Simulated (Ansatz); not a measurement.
`CCBC(=O)O`. The species carries charge 0 and has multiplicity 1.

```xyz
13

C     1.5857    0.2439    0.0690
C     0.6149   -0.5988    0.8839
B    -0.9009   -0.4755    0.5806
C    -1.4417    0.4430   -0.5772
O    -1.6728    1.6030   -0.3267
O    -1.6164   -0.0831   -1.7964
H     2.6238    0.0479    0.3459
H     1.3977    1.3096    0.2162
H     1.4851    0.0408   -1.0001
H     0.7654   -0.4577    1.9625
H     0.8209   -1.6752    0.7489
H    -1.7145   -1.0256    1.2632
H    -1.9472    0.6277   -2.3697
```

Question: Give the diagnostics of a CCSD(T)/def2-TZVPP run (frozen core, Ansatz 0.2.0). (Estimate.)

Answer: Ansatz gave: T1 = 0.0157, largest single amplitude 0.038, largest double 0.014, (T) share of the correlation energy 4.0 %, 10 CCSD cycles. The RHF solution is stable towards an unrestricted one. T1 lies under the customary mark of 0.02 for closed shells.
